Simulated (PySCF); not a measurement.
# Spin-rotation constants: `InChI=1S/C4H7F3O2/c1-8-2-3(5)9-4(6)7/h3-4H,2H2,1H3/t3-/m0/s1`

Geometry (Å), atoms numbered from 1 in this order:
```xyz
16

C    -2.521    0.007   -0.679
O    -1.555   -1.023   -0.750
C    -0.632   -1.025    0.295
C     0.421    0.087    0.175
F    -0.042    1.260    0.736
O     1.558   -0.308    0.871
C     2.615    0.552    0.798
F     3.152    0.552   -0.448
F     3.562    0.107    1.623
H    -3.212   -0.173   -1.499
H    -3.062   -0.030    0.273
H    -2.072    0.997   -0.793
H    -0.103   -1.979    0.246
H    -1.123   -0.929    1.273
H     0.636    0.317   -0.880
H     2.372    1.598    1.056
```

Level of theory: GIAO KT3/pcSseg-1 magnetisability, rotational g tensor and spin-rotation constants, non-relativistic, gas phase (PySCF 2.14.0). Geometry: GFN2-xTB.

(1) Give the nuclear spin-rotation constants along the inertial axes (H = +C I·J) beside the isotropic shieldings.

## Answers

(1) Rotational constants 4.0190, 0.7125, 0.7026 GHz. A star marks the isotopologue with that one atom substituted, in its own axes.
```tsv
atom	isotope	Caa (kHz)	Cbb (kHz)	Ccc (kHz)	mean (kHz)	σ (ppm)
F5	19F	3.744	0.613	0.716	1.691	309.4
F8	19F	5.150	0.928	0.684	2.254	265.8
F9	19F	4.454	1.037	0.633	2.042	271.1
H10	1H	0.026	-0.073	-0.038	-0.029	28.0
H11	1H	-0.352	-0.076	0.024	-0.135	28.5
H12	1H	-0.208	-0.015	-0.054	-0.092	27.9
H13	1H	-0.380	0.038	-0.076	-0.139	27.6
H14	1H	-0.386	-0.066	0.022	-0.143	28.1
H15	1H	-0.336	-0.081	0.057	-0.120	25.6
H16	1H	-0.329	0.054	-0.069	-0.115	24.8
C1	13C*	0.858	0.128	0.165	0.384	123.3
O2	17O*	-0.394	-0.061	-0.042	-0.166	298.1
C3	13C*	0.836	0.186	0.166	0.396	107.1
C4	13C*	1.223	0.187	0.212	0.541	70.5
O6	17O*	-0.860	-0.114	-0.137	-0.370	166.2
C7	13C*	1.194	0.223	0.196	0.538	64.2
```
For the geometry as given, no vibrational averaging.
